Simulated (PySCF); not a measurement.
Cd(OH)(SH) (CdH2OS), SMILES [OH][Cd][SH].

Coordinates come from a r2SCAN-D4/def2-TZVP optimisation. The def2 effective core potentials stand for the cores of Cd; spin–orbit coupling is left out. Other conformers were not sampled.

These are r2SCAN-D4/def2-TZVP in PySCF 2.14.0 values and carry that method's errors.

Frequencies are harmonic and unscaled.

```
mode  ν (cm⁻¹)  IR (km/mol)  moving atoms (share of kinetic energy)
----  --------  -----------  --------------------------------------
1          110         27.8         O 50 %, Cd 23 %, S 16 %, H 10 %
2          116         10.3                 O 46 %, Cd 27 %, S 20 %
3          141         47.1                                  H 94 %
4          349          5.5                         S 76 %, Cd 14 %
5          593         80.4                         O 80 %, Cd 17 %
6          656          4.8                                  H 94 %
7          783         52.2                                  H 93 %
8         2680          1.1                                  H 97 %
9         3815         45.3                                  H 94 %
```
